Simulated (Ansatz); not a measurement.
One change: `COC(C)Cl` becomes `CBC(C)Cl`.

Ansatz, PBE0-D4/def2-TZVP geometries, multiplicity 1. Each molecule was computed in one conformer, which needn't be the lowest.

```tsv
property	`COC(C)Cl`
LUMO energy (PBE0/def2-TZVPP) / eV	0.78
HOMO–LUMO gap (PBE/def2-TZVPP) / eV	6.38
size of the dipole moment (PBE/def2-TZVPP) / D	1.94
size of the dipole moment (ωB97M-V/def2-TZVPP) / D	1.96
HOMO energy (B3LYP/def2-TZVPP) / eV	-7.96
HOMO–LUMO gap (B3LYP/def2-TZVPP) / eV	8.43
```

(1) Give the same properties after the change, and the shifts. (Best estimate.)

## Answers

(1) Computed: 
| property | `CBC(C)Cl` | shift |
| --- | --- | --- |
| LUMO energy (PBE0/def2-TZVPP) / eV | -0.45 | -1.23 |
| HOMO–LUMO gap (PBE/def2-TZVPP) / eV | 5.49 | -0.89 |
| size of the dipole moment (PBE/def2-TZVPP) / D | 1.66 | -0.28 |
| size of the dipole moment (ωB97M-V/def2-TZVPP) / D | 1.74 | -0.22 |
| HOMO energy (B3LYP/def2-TZVPP) / eV | -8.09 | -0.13 |
| HOMO–LUMO gap (B3LYP/def2-TZVPP) / eV | 7.39 | -1.04 |

With PBE0 the HOMO falls by 0.09 eV and the LUMO falls by 1.23 eV, so the gap narrows by about 1.14 eV. PBE moves the HOMO by -0.29 eV and ωB97M-V by -0.01 eV. Dipoles are sizes alone; their direction can turn.

B3LYP here is the variant with VWN-RPA as its local correlation; programs differ in this.
